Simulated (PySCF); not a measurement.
CH3Cl2NbO, multiplicity 1. Atoms are numbered in the order given.

```xyz
8

Nb     0.1339    -0.1821     0.0000
O      1.6836    -0.8257     0.0000
Cl    -0.2535     0.9499    -1.9595
Cl    -0.2535     0.9499     1.9595
C     -1.0806    -1.9211     0.0000
H     -0.8551    -2.5288    -0.8929
H     -2.1479    -1.6426     0.0000
H     -0.8551    -2.5288     0.8929
```

Geometry: PBE0-D3(BJ)/def2-SVP. The multiplicity is an assumed one; no other spin state was optimised. The structure was generated by enumeration; whether it is a known compound was not checked. The def2 effective core potentials stand for the cores of Nb; spin–orbit coupling is left out.

These are PySCF 2.14.0 with TDDFT-PBE/def2-SVPD values and carry that method's errors.

Vertical excitations.  State labels are in the subgroup Cs.

Computed excitation energies, oscillator strengths and character:
```json
[
 {"state": "S1", "symmetry": "A\"", "energy (eV)": "3.94", "λ (nm)": "315", "f": "0.000", "main pairs": "HOMO→LUMO 99 %"},
 {"state": "S2", "symmetry": "A'", "energy (eV)": "4.36", "λ (nm)": "285", "f": "0.001", "main pairs": "HOMO−1→LUMO 98 %"},
 {"state": "S3", "symmetry": "A\"", "energy (eV)": "4.55", "λ (nm)": "272", "f": "0.006", "main pairs": "HOMO−2→LUMO 94 %"},
 {"state": "S4", "symmetry": "A'", "energy (eV)": "4.64", "λ (nm)": "267", "f": "0.008", "main pairs": "HOMO→LUMO+1 79 %, HOMO−3→LUMO 19 %"},
 {"state": "S5", "symmetry": "A'", "energy (eV)": "4.83", "λ (nm)": "257", "f": "0.030", "main pairs": "HOMO−3→LUMO 74 %, HOMO→LUMO+1 17 %"},
 {"state": "S6", "symmetry": "A\"", "energy (eV)": "4.90", "λ (nm)": "253", "f": "0.004", "main pairs": "HOMO−1→LUMO+1 95 %"},
 {"state": "S7", "symmetry": "A'", "energy (eV)": "5.04", "λ (nm)": "246", "f": "0.002", "main pairs": "HOMO−2→LUMO+1 98 %"},
 {"state": "S8", "symmetry": "A\"", "energy (eV)": "5.12", "λ (nm)": "242", "f": "0.002", "main pairs": "HOMO−4→LUMO 75 %, HOMO−3→LUMO+1 24 %"},
 {"state": "S9", "symmetry": "A\"", "energy (eV)": "5.36", "λ (nm)": "231", "f": "0.000", "main pairs": "HOMO−5→LUMO 93 %"},
 {"state": "S10", "symmetry": "A'", "energy (eV)": "5.61", "λ (nm)": "221", "f": "0.012", "main pairs": "HOMO−6→LUMO 63 %, HOMO−4→LUMO+1 30 %"},
 {"state": "T1", "symmetry": "A\"", "energy (eV)": "3.59", "λ (nm)": "345", "f": "0", "main pairs": "HOMO→LUMO 99 %"},
 {"state": "T2", "symmetry": "A'", "energy (eV)": "4.09", "λ (nm)": "303", "f": "0", "main pairs": "HOMO→LUMO+1 98 %"},
 {"state": "T3", "symmetry": "A'", "energy (eV)": "4.20", "λ (nm)": "295", "f": "0", "main pairs": "HOMO−1→LUMO 99 %"},
 {"state": "T4", "symmetry": "A\"", "energy (eV)": "4.33", "λ (nm)": "287", "f": "0", "main pairs": "HOMO−2→LUMO 99 %"}
]
```
Triplets are in the Tamm–Dancoff approximation, which puts them higher than full response would, so one can lie above its singlet here.
